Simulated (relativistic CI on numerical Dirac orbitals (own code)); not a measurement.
Co²⁺ (3d7) in a crystal field

Calculated by Dirac-Coulomb-Breit CI, separate exchange-only KLI orbitals for each configuration, model QED (radiative potential, 1s self-energy scaled to tabulated hydrogen-like ionisation energies), valence Slater integrals scaled by 0.85, one configuration in a parametric crystal field (own radial code).

Field parameters in Wybourne normalisation: D3d B²₀ = −7Dσ, B⁴₀ = −14Dq − 21Dτ, B⁴₃ = −14√(10/7) Dq. The field is a parameter set, without covalency.

S and J are read from ⟨S²⟩ = S(S + 1) and ⟨J²⟩ = J(J + 1) of each level; they are not fictitious spins.

D3d, 10Dq = 16700, Dσ = -1200, Dτ = -260 cm⁻¹, the lowest 16 levels:

| E (cm⁻¹) | Degeneracy | Irrep | S | J |
| --- | --- | --- | --- | --- |
| 0.0 | 2 | Γ5+Γ6 | 1.50 | 3.51 |
| 10.3 | 2 | Γ4 | 1.50 | 3.56 |
| 3948 | 2 | Γ4 | 1.50 | 3.94 |
| 4109 | 2 | Γ4 | 1.47 | 3.62 |
| 4320 | 2 | Γ5+Γ6 | 1.46 | 3.35 |
| 4571 | 2 | Γ4 | 1.47 | 3.01 |
| 6559 | 2 | Γ4 | 0.61 | 3.96 |
| 6566 | 2 | Γ5+Γ6 | 0.57 | 4.02 |
| 15137 | 2 | Γ5+Γ6 | 1.49 | 3.48 |
| 15165 | 2 | Γ4 | 1.49 | 3.50 |
| 17180 | 2 | Γ4 | 1.46 | 3.63 |
| 17205 | 2 | Γ5+Γ6 | 1.45 | 3.53 |
| 17259 | 2 | Γ4 | 1.44 | 3.48 |
| 17319 | 2 | Γ4 | 1.17 | 3.78 |
| 17642 | 2 | Γ4 | 1.01 | 4.06 |
| 19044 | 2 | Γ5+Γ6 | 0.60 | 4.02 |

Principal g values of the ground doublet: 0.00, 0.00, 6.28.

D3d, 10Dq = 16700, Dσ = 1200, Dτ = -260 cm⁻¹, the lowest 16 levels:

```tsv
E (cm⁻¹)	Degeneracy	Irrep	S	J
0.0	2	Γ4	1.50	4.18
187	2	Γ5+Γ6	1.50	3.81
619	2	Γ4	1.49	3.73
933	2	Γ4	1.47	3.04
952	2	Γ5+Γ6	1.47	3.07
1106	2	Γ4	1.50	2.96
4047	2	Γ5+Γ6	0.56	3.94
4182	2	Γ4	0.56	4.04
14612	2	Γ4	1.47	3.51
14633	2	Γ5+Γ6	1.48	3.52
14672	2	Γ4	1.49	3.52
14692	2	Γ4	1.49	3.51
15489	2	Γ5+Γ6	1.46	3.51
15603	2	Γ4	1.48	3.38
17538	2	Γ5+Γ6	0.54	4.60
17636	2	Γ4	0.52	4.55
```

Principal g values of the ground doublet: 2.41, 5.20, 5.20.

D3d, 10Dq = 16700, Dσ = 980, Dτ = -260 cm⁻¹, the lowest 16 levels:

| E (cm⁻¹) | Degeneracy | Irrep | S | J |
| --- | --- | --- | --- | --- |
| 0.0 | 2 | Γ4 | 1.50 | 4.09 |
| 130 | 2 | Γ5+Γ6 | 1.49 | 3.75 |
| 826 | 2 | Γ4 | 1.50 | 3.75 |
| 1082 | 2 | Γ4 | 1.48 | 3.11 |
| 1143 | 2 | Γ5+Γ6 | 1.47 | 3.14 |
| 1313 | 2 | Γ4 | 1.49 | 3.01 |
| 4243 | 2 | Γ5+Γ6 | 0.56 | 3.95 |
| 4364 | 2 | Γ4 | 0.56 | 4.04 |
| 14793 | 2 | Γ4 | 1.47 | 3.52 |
| 14807 | 2 | Γ5+Γ6 | 1.48 | 3.53 |
| 14840 | 2 | Γ4 | 1.49 | 3.53 |
| 14861 | 2 | Γ4 | 1.49 | 3.55 |
| 15333 | 2 | Γ5+Γ6 | 1.47 | 3.50 |
| 15458 | 2 | Γ4 | 1.48 | 3.32 |
| 17705 | 2 | Γ4 | 0.53 | 4.50 |
| 17746 | 2 | Γ5+Γ6 | 0.53 | 4.60 |

Principal g values of the ground doublet: 2.24, 5.13, 5.13.

The free-ion ground term has S = 3/2. Every field shown keeps that spin.

Levels of this model without a field, named by their leading LS term: ⁴F9/2 0, ⁴F7/2 809, ⁴F5/2 1400, ⁴F3/2 1803, ²G9/2 16340, ⁴P5/2 16454, ⁴P3/2 16691, ⁴P1/2 17041 cm⁻¹.
